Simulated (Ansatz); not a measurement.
Program: Ansatz. Geometries: PBE0-D4/def2-TZVP. ΔE: electronic, gas phase. CBS: MP2 limit from def2 TZ/QZ plus the TZ coupled-cluster correction, frozen cores. This one scheme is used for every species. Functionals use def2-TZVPP. B3LYP here is the variant with VWN-RPA as its local correlation; programs differ in this. HSE06 is defined as in plane-wave codes. One conformer a species, not always the lowest.

Consider the ligand exchange at the Si–C bond: `CC(C)[Si]F` + CH₃OH → `CO[Si]F` + `CCC`.

`CC(C)[Si]F`:

```xyz
12

C    -0.193    0.947   -0.926
C    -0.046   -0.463   -0.368
C    -0.554   -0.560    1.077
Si    1.735   -1.126   -0.314
F     2.462    0.157    0.362
H     0.128    1.012   -1.970
H     0.404    1.659   -0.352
H    -1.236    1.281   -0.885
H    -0.623   -1.166   -0.984
H    -1.623   -0.332    1.129
H    -0.421   -1.560    1.507
H    -0.033    0.151    1.724
```

CH₃OH:

Cartesian coordinates in Å:
```
C 0.220 -0.279 0.022
O -0.549 0.807 0.486
H 0.706 -0.722 0.892
H 1.002 0.033 -0.682
H -0.394 -1.053 -0.455
H -0.985 1.214 -0.264
```

`CO[Si]F`:

```xyz
7

C    -0.137   -0.736    0.340
O    -0.019   -0.130   -0.934
Si    0.264    1.401   -1.409
F     0.400    2.184    0.005
H    -0.011   -0.007    1.143
H    -1.122   -1.199    0.422
H     0.624   -1.513    0.434
```

`CCC`:

Z-matrix (Å, degrees):
```
C
C 1 1.519
H 1 1.094 2 111.1
H 1 1.094 2 111.1 3 119.5
H 1 1.093 2 111.7 3 -120.3
C 2 1.519 1 112.7 3 -59.7
H 2 1.095 1 109.5 3 178.2
H 2 1.095 1 109.5 3 62.4
H 6 1.094 2 111.0 1 59.7
H 6 1.093 2 111.7 1 -180.0
H 6 1.094 2 111.1 1 -59.7
```

**Question.** Is it downhill or uphill in electronic energy at CCSD(T)/CBS, and by how much? (Estimate.)

**Answer.** Ansatz gave: Downhill: ΔE = -43.7 kcal/mol.

**Question.** What do these levels give: BLYP-D4, B3LYP-D4, HSE06, MP2/def2-SVP, SCS-MP2/def2-QZVPP, CCSD/CBS(def2)? (Estimate.)

**Answer.** Computed: BLYP-D4 -44.9, B3LYP-D4 -45.2, HSE06 -43.5, MP2/def2-SVP -44.0, SCS-MP2/def2-QZVPP -45.2, CCSD/CBS(def2) -44.1 kcal/mol.

Largest T1 diagnostic among the species: 0.014.

Leaving LDA and LC-ωPBE aside and taking each functional with its dispersion term where it has one, the values, not all of them listed here, spread over 5.0 kcal/mol, from CAM-B3LYP-D4 to revPBE-D4. The D4 term adds +1.6 kcal/mol with B3LYP and +0.9 kcal/mol with PBE0; it sums over pairs of atoms, weighted by their polarisabilities, and B3LYP, whose exchange is more repulsive, gets the larger term.
